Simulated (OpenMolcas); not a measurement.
## Re4+: moving the ligands

Re4+ with 6 ligands (fluoride) in octahedral coordination (Oh) at 1.94 Å. A charge of +0.333 e stands 2.8 Å behind each ligand. Ligand basis ANO-RCC-VDZP.
```
Re    0.0000    0.0000    0.0000
F     1.9400    0.0000    0.0000
F     0.0000    1.9400    0.0000
F    -1.9400    0.0000    0.0000
F     0.0000   -1.9400    0.0000
F     0.0000    0.0000    1.9400
F     0.0000    0.0000   -1.9400
```

```yaml
Program: OpenMolcas 26.06
Method: CASSCF
Basis: ANO-RCC-VDZP [7s6p4d2f1g]
Scalar_Hamiltonian: DKH2, point nucleus
Active_space: 3 electrons in 5 orbitals (5d)
State_averaging: 2S+1 = 4 even, 10 roots; 2S+1 = 2 even, 40 roots
Spin-orbit_coupling: RASSI with atomic mean-field integrals over the reference wave functions
```

Runs around this geometry, states (labels of O, the rotations of Oh). Energies in cm-1 above the lowest state or level, χT in cm3 K/mol; 10Dq and B are least-squares fits to the states below 45000 cm-1, weighted by degeneracy, with a free offset, and given where the rms deviation is under 5 % of |10Dq| (or 100 cm-1) and under 700 cm-1.

| R (Å) | Ground state | First state of that spin | 10Dq | B (rms of fit) | First gap with spin-orbit (degeneracies) | χT at 300 K | First state of another spin |
| --- | --- | --- | --- | --- | --- | --- | --- |
| 1.91 | 4A2 | 4T2 38161 |  |  | 13395 (4, 4) | 1.463 | 2E 14199 |
| 1.94 | 4A2 | 4T2 35636 | 35641 | 709 (8) | 13379 (4, 4) | 1.434 | 2E 14240 |
| 1.99 | 4A2 | 4T2 31861 | 31696 | 720 (66) | 13327 (4, 4) | 1.383 | 2E 14305 |

Taking the first state of the same spin as R^-n, n = -ln(31861 / 38161) / ln(1.99 / 1.91) = 4.4 between the shortest and longest distance.

Without dynamic correlation the repulsion within the d shell is too large (B by tens of per cent), so at a given field states of lower spin stand too high. With metal d orbitals alone the field can be off either way by tens of per cent. Ligand-to-metal charge-transfer states are missing. With no ligand orbital active B as a rule stays too high, so bands that hang on it stand too high and its fall with covalency is understated. The least metal-like active orbital is 75 % on the metal (Löwdin) and no ligand orbital is active, so the numbers are rough (holds for R = 1.91). The least metal-like active orbital is 76 % on the metal (Löwdin) and no ligand orbital is active, so the numbers are rough (holds for R = 1.94). The least metal-like active orbital is 77 % on the metal (Löwdin) and no ligand orbital is active, so the numbers are rough (holds for R = 1.99). No measured value stands beside these numbers; the geometry was imposed, not optimised, and the real ion may take another.
